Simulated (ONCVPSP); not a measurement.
**Zn (Z = 30), ONCV: configuration errors across variants**

Zn, optimised norm-conserving Vanderbilt (ONCV), made with ONCVPSP 4.0.1 (Wu-Cohen, scalar-relativistic). Core [Ar], reference 3d10 4s2. Waves: 4s: rc 2.00 bohr, ncon 3, nbas 8, qcut 4.1 1/bohr, 2 projectors, debl 0.9 Ha; p scattering state at 0.02 Ha: rc 1.80 bohr, ncon 5, nbas 9, qcut 3.9 1/bohr, 2 projectors, debl 3.6 Ha; 3d: rc 1.40 bohr, ncon 3, nbas 7, qcut 10.7 1/bohr, 2 projectors, debl 0.9 Ha. Local part: polynomial inside 1.25 bohr (lpopt 5, dvloc0 0 Ha). Core correction: Teter function, fcfact 4.5, rcfact 1.55.

All-electron excitation energies from the reference (eV): (1) 3d10 4s1 9.923; (2) 3d10 4s0 28.273; (3) 3d9 4s0 68.825; (4) 3d10 4s0 4p1 16.327.

A true bound ghost makes a file unfit for plane-wave use even where its test errors are small: the radial tests pick states by their node count and pass the ghost by.

Errors AE − PS in meV (a dash: test not solved or not reliable):

| change | (1) | (2) | (3) | (4) | bound ghosts | GHOST(+) flags above zero |
| --- | --- | --- | --- | --- | --- | --- |
| base | -6.7 | -16 | +59 | -8.4 | none | s |
| d: rc 0.96; local potential polynomial inside 0.96 bohr (lpopt 5, dvloc0 0 Ha) | -11 | -41 | -6.9 | -19 | s | p |
| d: rc 1.08; local potential polynomial inside 1.08 bohr (lpopt 5, dvloc0 0 Ha) | -10 | -35 | +16 | -17 | s | p |
| d: rc 1.22; local potential polynomial inside 1.22 bohr (lpopt 5, dvloc0 0 Ha) | -8.4 | -27 | +37 | -13 | none | s |
| d: rc 1.36 | -7.0 | -19 | +54 | -9.5 | none | s |
| d: rc 1.56 | -5.1 | -6.6 | +81 | -4.0 | none | s |
| d: rc 1.72 | -3.4 | +3.2 | +106 | +0.4 | none | s |
| d: rc 1.8 | -2.0 | +11 | +127 | +3.9 | none | s |
| d: rc 1.96 | +0.4 | +23 | +168 | +9.2 | none | s |
| d: rc 2.06 | +2.1 | +29 | +199 | +13 | none | s |

(1) Give the same row for: d: rc 1.48.

## Answers

(1) -5.9, -12, +70, -6.3; bound ghosts: none; GHOST(+) flags above zero: s.
